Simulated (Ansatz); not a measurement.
Consider the redistribution: `NB(N)F` + `[O]=[W]([OH])([F])([Cl])[Cl]` → `NB(N)O` + `[O]=[W]([F])([F])([Cl])[Cl]`.

Computed with Ansatz on PBE0-D4/def2-TZVP structures; ΔE is electronic, products minus reactants. CCSD(T)/CBS is the MP2 limit (def2-TZVPP, def2-QZVPP) plus CCSD(T) − MP2 in def2-TZVPP, frozen cores. Functionals use def2-TZVPP. def2 core potentials past Kr. For W outer-core shells are correlated without core-valence functions, which leaves a few kJ/mol of doubt a bond. One conformer a species, not always the lowest.

```json
{"level": "revPBE-D4", "ΔE (kJ/mol)": "3.9"}
{"level": "r2SCAN0-D4", "ΔE (kJ/mol)": "9.4"}
{"level": "BLYP", "ΔE (kJ/mol)": "4.5"}
{"level": "MP2/def2-SVP", "ΔE (kJ/mol)": "10.8"}
{"level": "CCSD/def2-SVP", "ΔE (kJ/mol)": "11.5"}
{"level": "CCSD(T)/def2-SVP", "ΔE (kJ/mol)": "10.7"}
{"level": "SCS-MP2/def2-TZVPP", "ΔE (kJ/mol)": "11.4"}
{"level": "HF/CBS(def2)", "ΔE (kJ/mol)": "13.6"}
```

Problem. What does CCSD(T)/CBS give? (Best estimate.)

Solution. Ansatz gave: +11.1 kJ/mol. The listed levels differ from it by -7.2, -1.7, -6.6, -0.3, 0.4, -0.4, 0.3, 2.5 kJ/mol.

Largest T1 diagnostic among the species: 0.021, so the coupled-cluster value is less sure than usual.

In def2-TZVPP, CCSD(T) changes the Hartree–Fock value by −3.8 kJ/mol (the triples alone add −0.8 kJ/mol) and MP2 by −3.6 kJ/mol. Leaving LDA and LC-ωPBE aside and taking each functional with its dispersion term where it has one, the values, not all of them listed here, spread over 8.8 kJ/mol, from revPBE-D4 to BHLYP-D4.
